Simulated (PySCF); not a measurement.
# TlF: one state, many levels of theory

State: ¹Σ⁺ (singlet), closed shell. Set-up: basis Tl def2-TZVPP with ECP60, F def2-TZVPP; scalar-relativistic core potentials; PySCF 2.14. De refers to Tl + F in their high-spin ground configurations, without counterpoise correction. A positive dipole means Tl(−)F(+).

| Level | Re (Å) | ωe (cm⁻¹) | De (eV) | μ (D) |
| --- | --- | --- | --- | --- |
| RHF | 2.087 | 479 | 3.16 | -4.32 |
| RHF-MP2 | 2.101 | 478 | 5.31 | n/a |
| RHF-SCS-MP2 | 2.108 | 471 | 5.13 | n/a |
| RHF-CCSD | 2.097 | 479 | 4.83 | n/a |
| RHF-CCSD(T) | 2.099 | 479 | 4.99 | n/a |
| LDA | 2.080 | 488 | 6.23 | -3.72 |
| PBE | 2.123 | 452 | 5.45 | -3.96 |
| r²SCAN | 2.099 | 475 | 5.21 | -3.91 |
| M06-L | 2.119 | 459 | 5.34 | -4.08 |
| TPSSh | 2.105 | 468 | 5.16 | -4.01 |
| PBE0 | 2.097 | 473 | 5.03 | -4.09 |
| M06 | 2.114 | 462 | 5.32 | -4.32 |
| LC-ωPBE | 2.087 | 483 | 5.18 | -4.02 |

Q: Which functional lies closest to RHF-CCSD(T) in De, which farthest, and by how much do they differ from it?

A: Closest is PBE0 (-0.2 pm in Re, -1.3 % in ωe, +0.04 eV in De against RHF-CCSD(T) in the same basis), farthest LDA (-1.9 pm in Re, +1.9 % in ωe, +1.24 eV in De). CCSD(T) converges more slowly with the basis than the functionals do and binds too weakly in this one, so the order can change at the basis-set limit.

Q: What does a quarter of exact exchange do here, going from PBE to PBE0?

A: PBE0 less PBE: -2.6 pm in Re, +4.6 % in ωe, -0.42 eV in De. Exact exchange removes part of the self-interaction that spreads semilocal densities, and in most molecules shortens and stiffens the bond and lowers De; so it does here.

Q: What does the step from GGA to meta-GGA do here, going from PBE to r²SCAN?

A: r²SCAN less PBE: -2.4 pm in Re, +5.1 % in ωe, -0.24 eV in De. 

Measured (Huber and Herzberg, Constants of Diatomic Molecules (1979)): Re = 2.084438 Å, ωe = 477.3 cm⁻¹.

Correlated steps freeze 5 core orbitals. Spin–orbit coupling is left out, which matters for elements this heavy, above all for dissociation energies. Where the molecule has an RHF reference, its open-shell atoms are computed with UHF.

The whole job (state search and all levels along the bond) took about 5.7 min on 1 thread of Arm Neoverse V1 (shared host), peak memory 1.5 GiB.
